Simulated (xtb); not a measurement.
Job for xtb: GFN-FF on CH2F4 (a complex), monomers drawn apart or pushed together.

```
$ xtb mol.xyz --gfnff --sp --chrg 0 --uhf 0
7

F     -0.70530000     1.00706946     0.34583593
C     -0.00977418    -0.00812218    -0.14827193
F     -0.01404889     0.05740400    -1.47300573
F      1.23901705     0.05469303     0.29271550
F     -0.55898065    -1.15088893     0.23904282
H     -0.24806034     0.26300250     5.86184234
H      0.34599843    -0.18339091     5.89628827
```

Output:

```
[...]
           -------------------------------------------------
          |                Calculation Setup                |
           -------------------------------------------------



molecular fragmentation (1/2 indicates fragments):
1111122
# atoms in fragment 1/2:     5     2
 fragment masses (1/2) :       88.00        2.02
CMA distance (Bohr)    :  11.392
constraining FC (au)   :  0.0500

          ==================== Thresholds ====================
          CN  :   150.00000
          rep :   500.00000
          disp:  2500.00000
          HB1 :   250.00000
          HB2 :   450.00000

          Pauling EN used:
          Z : 1  EN :  2.20
          Z : 6  EN :  2.55
          Z : 9  EN :  3.98
          electric field strengths (au): 0.000

           -------------------------------------------------
          |           Force Field Initialization            |
           -------------------------------------------------

          distances ...
          ----------------------------------------
          generating topology and atomic info file ...
          pair mat ...
          computing topology distances matrix with Floyd-Warshall algo ...
          making topology EEQ charges ...
          #fragments for EEQ constrain: 2
          ----------------------------------------
          generating topology and atomic info file ...
          pair mat ...
          computing topology distances matrix with Floyd-Warshall algo ...
          making topology EEQ charges ...
          rings ...
          # BATM   0
          # H in HB   0

  atom   neighbors  erfCN metchar sp-hybrid imet pi  qest     coordinates
    1  F       1    0.98   0.00         0    0    0  -0.078   -1.332824    1.903085    0.653535
    2  C       4    3.50   0.00         3    0    0   0.312   -0.018471   -0.015349   -0.280193
    3  F       1    0.98   0.00         0    0    0  -0.078   -0.026549    0.108478   -2.783577
    4  F       1    0.98   0.00         0    0    0  -0.078    2.341403    0.103355    0.553152
    5  F       1    0.98   0.00         0    0    0  -0.078   -1.056320   -2.174865    0.451725
    6  H       1    0.90   0.07         0    0    0   0.000   -0.468766    0.497003   11.077277
    7  H       1    0.90   0.07         0    0    0  -0.000    0.653842   -0.346559   11.142370

          #atoms :   7
          #bonds :   5
          #angl  :   6
          #tors  :   0
          #nmol  :   2
          #optfrag :   2
           -------------------------------------------------
          |                   G F N - F F                   |
          |          A general generic force-field          |
          |                  Version 1.0.3                  |
           -------------------------------------------------
          Number of HB bonds (bound hydrogen)     0
          Number of HB bonds (unbound hydrogen)   0
          Number of XB bonds                      0

 E+G (total)                   0 d,  0 h,  0 min,  0.000 sec
 distance/D3 list               ...        0 min,  0.000 sec (  1.378%)
 non bonded repulsion           ...        0 min,  0.000 sec ( 20.040%)
 dCN                            ...        0 min,  0.000 sec (  3.358%)
 EEQ energy and q               ...        0 min,  0.000 sec ( 14.565%)
 D3                             ...        0 min,  0.000 sec ( 15.889%)
 EEQ gradient                   ...        0 min,  0.000 sec ( 10.032%)
 bonds                          ...        0 min,  0.000 sec (  9.767%)
 bend and torsion               ...        0 min,  0.000 sec (  5.888%)
 bonded ATM                     ...        0 min,  0.000 sec (  0.530%)
 HB/XB (incl list setup)        ...        0 min,  0.000 sec ( 10.829%)
Note: The following floating-point exceptions are signalling: IEEE_UNDERFLOW_FLAG IEEE_DENORMAL
normal termination of xtb

         :::::::::::::::::::::::::::::::::::::::::::::::::::::
         ::                     SUMMARY                     ::
         :::::::::::::::::::::::::::::::::::::::::::::::::::::
         :: total energy              -0.686464114842 Eh    ::
         :: gradient norm              0.078325495653 Eh/a0 ::
         ::.................................................::
         :: bond energy               -0.702005191073 Eh    ::
         :: angle energy               0.000000299015 Eh    ::
         :: torsion energy             0.000000000000 Eh    ::
         :: repulsion energy           0.050640027054 Eh    ::
         :: electrostat energy        -0.034038208261 Eh    ::
         :: dispersion energy         -0.001061041577 Eh    ::
         :: HB energy                  0.000000000000 Eh    ::
         :: XB energy                  0.000000000000 Eh    ::
         :: bonded atm energy          0.000000000000 Eh    ::
         :: external energy            0.000000000000 Eh    ::
         :: add. restraining           0.000000000000 Eh    ::
         :: total charge              -0.000000000000 e     ::
         :::::::::::::::::::::::::::::::::::::::::::::::::::::

           -------------------------------------------------
          |                Property Printout                |
           -------------------------------------------------

molecular dipole:
                 x           y           z       tot (Debye)
 q only:       -0.000       0.000       0.000       0.000

           -------------------------------------------------
          | TOTAL ENERGY               -0.686464114842 Eh   |
          | GRADIENT NORM               0.078325495653 Eh/α |
           -------------------------------------------------
########################################################################
[WARNING] Runtime exception occurred
-1- gfnff_setup: Could not read topology file.
########################################################################

------------------------------------------------------------------------
------------------------------------------------------------------------
 total:
 SCF:
```

The run finished.

Cost: around 0.010 core-seconds (rough).
